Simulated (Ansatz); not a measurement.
The cluster Al₃Ga₂⁺, relaxed as a triplet with UKS r2SCAN-D4/def2-SVP in Ansatz, starting from the r2SCAN-D4/def2-SVP geometry of the charge +1 singlet. Force threshold 0.02 eV/Å.

The relaxation made no stability test and no search for a lower SCF solution. The structure comes from a short search, and lower isomers may exist.

Start:

| atom | x (Å) | y (Å) | z (Å) |
| --- | --- | --- | --- |
| Al1 | 2.082 | 1.544 | -0.085 |
| Al2 | 0.401 | 0.348 | -1.587 |
| Al3 | -1.451 | -1.127 | 1.530 |
| Ga4 | -1.462 | -1.091 | -1.038 |
| Ga5 | 0.430 | 0.325 | 1.179 |

Task: Estimate the energy that the relaxation releases and the steps that it takes.

Result: 6.9 kcal/mol, in 5 steps; 32 s on 4 threads of Arm Neoverse V2 on a shared host. No frequencies were taken in this run, so the end may be a saddle point.

Task: Does the start keep its bonding and symmetry?

Result: Bonds formed: Ga4–Ga5 (atoms count from 1). Point group Cs at the start, Cs at the end, both within 0.05 Å.

Task: Predict the relaxed structure.

Result: 
Cartesian coordinates in Å:
```
Al 2.1404 1.5973 -0.0749
Al 0.5224 0.4332 -1.7222
Al -1.6105 -1.2519 1.6808
Ga -1.3593 -1.0037 -0.8252
Ga 0.3070 0.2252 0.9414
```
Bond lengths (bridged metal pairs left out): 5 × Al–Ga 2.51 to 2.68 Å; 1 × Al–Al 2.59 Å; 1 × Ga–Ga 2.72 Å.
